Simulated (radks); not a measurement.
The numbers below are computed, except where a source is named.
Species: Br+. Configuration: [Ar] 3d10 4s2 4p4. Level of theory: scalar-relativistic Kohn-Sham, RPBE, spin-unpolarised, spherical densities, point nucleus (a radial shooting solver on a logarithmic mesh with Libxc functionals).

Unscreened Slater integrals over Kohn-Sham orbitals (hartree).

integral,value
"F0(4p,4p)",0.46046
"F2(4p,4p)",0.24037
"F0(4p,4s)",0.49931
"G1(4p,4s)",0.32986
"F0(4p,3d)",0.60185
"F2(4p,3d)",0.12115
"G1(4p,3d)",0.040381
"G3(4p,3d)",0.036946
"F0(4p,3p)",0.60397
"F2(4p,3p)",0.11486
"G0(4p,3p)",0.027806
"G2(4p,3p)",0.032218
"F0(4s,4s)",0.55112
"F0(4s,3d)",0.70392
"G2(4s,3d)",0.059889
"F0(4s,3p)",0.70717
"G1(4s,3p)",0.046726
"F0(3d,3d)",1.5573
"F2(3d,3d)",0.74434
"F4(3d,3d)",0.46802
"F0(3d,3p)",1.5713
"F2(3d,3p)",0.75407
"G1(3d,3p)",0.91159
"G3(3d,3p)",0.56518
"F0(3p,3p)",1.6008
"F2(3p,3p)",0.80297

Derived for the open shells (J is the average intra-shell exchange parameter used in DFT+U). 4p: J = F2/5 = 0.04807 hartree; in LS coupling 1D lies 6 F2/25 = 0.05769 hartree above 3P.
